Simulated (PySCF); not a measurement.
NbOCl₃, SMILES [O]=[Nb]([Cl])([Cl])[Cl], multiplicity 1. Coordinates come from a B3LYP-D3(BJ)/def2-SVP optimisation. The spin state was assumed, not searched. The isomer is the one that the SMILES or the coordinates give; other isomers of the formula were not compared. The def2 effective core potentials stand for the cores of Nb; spin–orbit coupling is left out.

Method: PySCF with B3LYP-D3(BJ)/def2-SVP.

Harmonic wavenumbers (cm⁻¹): 105, 105, 129, 219, 219, 390, 442, 442, 1046. Rotational constants (GHz): 1.481, 1.481, 0.9959; symmetry number 3.

**Question.** Work out the zero-point energy and the ideal-gas rigid-rotor harmonic-oscillator thermochemistry at 298.15 K and 1 atm.

**Answer.** ZPE = ½ Σ hcν = ½ × 3099 cm⁻¹ = 18.53 kJ/mol. H − E(el) = 39.17 kJ/mol. Entropy in J/(mol K): translation 175.74, rotation 113.78, vibration 68.31, total 357.83. G − E(el) = -67.52 kJ/mol. Cp = 91.89 J/(mol K). Modes under 150 cm⁻¹ make the vibrational entropy uncertain.
